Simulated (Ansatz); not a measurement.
Reactions of CH$_{6}$AlFSSi (`F[CH]([SiH3])[AlH][SH]`).

Calculated with Ansatz (gas phase, PBE0-D4/def2-TZVP geometries, no zero-point term in ΔE). CCSD(T)/CBS is the MP2 limit (def2-TZVPP, def2-QZVPP) plus CCSD(T) − MP2 in def2-TZVPP, frozen cores. This one scheme is used for every species, atoms too. No spin–orbit coupling; open shells (•) take unrestricted orbitals. Spin–orbit coupling would lower the free atoms: a little for Al, C, F, S, Si. Bonds to Br, Ge, Se are less sure, by a few kJ/mol each and by 10 to 20 or more in all where they break to atoms, as the def2 sets lack core-valence functions. Scalar relativity is left out up to krypton. One conformer a species, not always the lowest.

| reaction | HF/CBS(def2) (eV) |
| --- | --- |
| `F[CH]([SiH3])[AlH][SH]` → Al• + C• + F• + 6 H• + S• + Si• | 26.31 |
| `F[CH]([SiH3])[AlH][SH]` → `[CH3][Al]([F])[S][SiH3]` | -3.92 |
| `F[CH]([SiH3])[AlH][SH]` + CH₃SH → `CSC(F)[SiH3]` + `[AlH2][SH]` | 0.22 |
| `F[CH]([SiH3])[AlH][SH]` + `[SiH3]S` → `[SiH3][S][AlH][SH]` + `FC[SiH3]` | -1.40 |
| `F[CH]([SiH3])[AlH][SH]` + `SS` → `FC([SiH3])SS` + `[AlH2][SH]` | 0.25 |
| `F[CH]([SiH3])[AlH][SH]` + HBr → `[SH][AlH][Br]` + `FC[SiH3]` | -2.04 |
| `F[CH]([SiH3])[AlH][SH]` + `B[Se]C` → `B[Se][CH2][AlH][SH]` + `FC[SiH3]` | -0.11 |
| `F[CH]([SiH3])[AlH][SH]` + H–F → `[F][AlH][SH]` + `FC[SiH3]` | -2.31 |
| `F[CH]([SiH3])[AlH][SH]` → `[CH]F` + `[SiH3][AlH][SH]` | 3.21 |
| `F[CH]([SiH3])[AlH][SH]` + `C[NH][GeH3]` → `C[NH][AlH][SH]` + `F[CH]([SiH3])[GeH3]` | -0.79 |

(1) Give the CCSD(T)/CBS values in the same order. (An estimate is asked.)

Largest T1 diagnostic: 0.018, for Al•.

## Answers

(1) The calculation gave: 35.85, -3.94, 0.22, -1.34, 0.18, -1.78, -0.26, -1.96, 3.77, -0.82 eV.
